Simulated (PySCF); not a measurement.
Job file and geometry (Å, from GFN2-xTB) of an NMR shielding run on SMILES [SiH2]1OC[Si](C)(C)O1, C3H10O2Si2, GIAO PBE0/pcSseg-1 NMR shielding, non-relativistic, gas phase in PySCF 2.14.0, density-fitted response routines; density fitting, a coarse starting grid and PySCF grid level 2 are the driver's defaults:

```
$ OMP_NUM_THREADS=1 python probes_run.py task.json out

{"job": {"kind": "nmr", "xc": "PBE0", "basis": "pcSseg-1"}, "charge": 0, "multiplicity": 1}
C     -0.507298     1.389732     1.562218
Si    -0.358512     0.186640     0.104446
C     -2.036179    -0.309597    -0.626244
C      0.771004    -1.331268     0.494592
O      1.900091    -1.243635    -0.360142
Si     1.994853     0.004304    -1.395639
O      0.604509     0.818134    -1.058306
H      0.462639     1.696823     1.941529
H     -1.062471     0.939420     2.378526
H     -1.040272     2.284528     1.257105
H     -1.932129    -0.964482    -1.486054
H     -2.644206    -0.818395     0.114573
H     -2.580687     0.572456    -0.947666
H      1.136987    -1.348864     1.524709
H      0.287621    -2.293749     0.306422
H      1.898802    -0.453272    -2.770957
H      3.098248     0.883255    -1.049022
```

Task: Write the output of this run.

Result: 
```
coarse grid: 14880 points
cycle   1  E = -849.0467343396  dE =  8.558e-01  |g| = 1.019e+00  |ddm| = 3.744e+00
cycle   2  E = -848.8058960115  dE =  2.408e-01  |g| = 1.526e+00  |ddm| = 2.127e+00
cycle   3  E = -849.2361909085  dE = -4.303e-01  |g| = 1.366e-01  |ddm| = 1.468e+00
cycle   4  E = -849.2397473564  dE = -3.556e-03  |g| = 4.716e-02  |ddm| = 1.330e-01
cycle   5  E = -849.2402311719  dE = -4.838e-04  |g| = 1.359e-02  |ddm| = 4.009e-02
cycle   6  E = -849.2402593125  dE = -2.814e-05  |g| = 4.332e-03  |ddm| = 1.207e-02
cycle   7  E = -849.2402626524  dE = -3.340e-06  |g| = 4.069e-04  |ddm| = 3.328e-03
final grid: 133616 points
cycle   8  E = -849.3011583411  dE = -1.833e-05  |g| = 1.209e-02  |ddm| = 2.162e-02
cycle   9  E = -849.3011302405  dE =  2.810e-05  |g| = 1.735e-02  |ddm| = 1.957e-02
cycle  10  E = -849.3011863753  dE = -5.613e-05  |g| = 1.401e-03  |ddm| = 1.234e-02
cycle  11  E = -849.3011867791  dE = -4.038e-07  |g| = 1.381e-04  |ddm| = 1.175e-03
cycle  12  E = -849.3011867824  dE = -3.261e-09  |g| = 6.198e-05  |ddm| = 1.631e-04
cycle  13  E = -849.3011867829  dE = -5.377e-10  |g| = 3.054e-05  |ddm| = 6.879e-05
converged SCF energy = -849.3011867829

GIAO shielding tensors (ppm)
atom      isotropic    diamagn.    paramagn.     s11        s22        s33       span
  0 C      186.268     256.064     -69.796    178.936    184.598    195.269     16.333
  1 Si     334.517     881.744    -547.228    295.067    351.221    357.261     62.194
  2 C      186.272     256.056     -69.784    178.933    184.603    195.281     16.348
  3 C      129.580     254.107    -124.527    100.615    109.609    178.516     77.901
  4 O      320.700     395.802     -75.102    270.835    298.012    393.254    122.419
  5 Si     362.082     881.444    -519.362    344.896    349.730    391.619     46.723
  6 O      260.626     400.654    -140.028    222.220    254.313    305.344     83.124
  7 H       31.437      31.937      -0.500     26.753     29.232     38.326     11.573
  8 H       31.849      31.239       0.609     27.822     28.964     38.760     10.938
  9 H       31.212      30.831       0.381     26.951     28.828     37.856     10.905
 10 H       31.437      31.931      -0.494     26.753     29.228     38.330     11.577
 11 H       31.848      31.236       0.611     27.820     28.964     38.759     10.939
 12 H       31.212      30.829       0.383     26.951     28.830     37.855     10.904
 13 H       27.889      32.145      -4.256     23.546     26.949     33.173      9.628
 14 H       27.890      32.144      -4.253     23.543     26.952     33.176      9.632
 15 H       26.716      29.538      -2.823     23.207     23.642     33.298     10.092
 16 H       26.715      29.542      -2.827     23.207     23.642     33.297     10.090
```

Task: Turn these shieldings into chemical shifts. References, each an isolated molecule treated in the same way: ¹³C (σ = 186.93 ppm) and ²⁹Si (σ = 349.16 ppm) and ¹H (σ = 31.72 ppm) vs TMS; ¹⁷O (σ = 336.08 ppm) against H2O.

Result: Averaging equivalent atoms: C 3: 57.3; C 0/2: 0.7; Si 1: 14.6; Si 5: -12.9; O 6: 75.5; O 4: 15.4; H 15/16: 5.00; H 13/14: 3.83; H 7/8/9/10/11/12: 0.22 ppm. Experimental scales use liquid or dissolved standards, which lie at an offset from isolated H2O (liquid H2O: subtract about 36 ppm).

Size and cost of the density-fitted run: 183 basis functions, 110 s wall time on 1 thread of an Intel Xeon, shared host; peak memory 0.83 GiB.
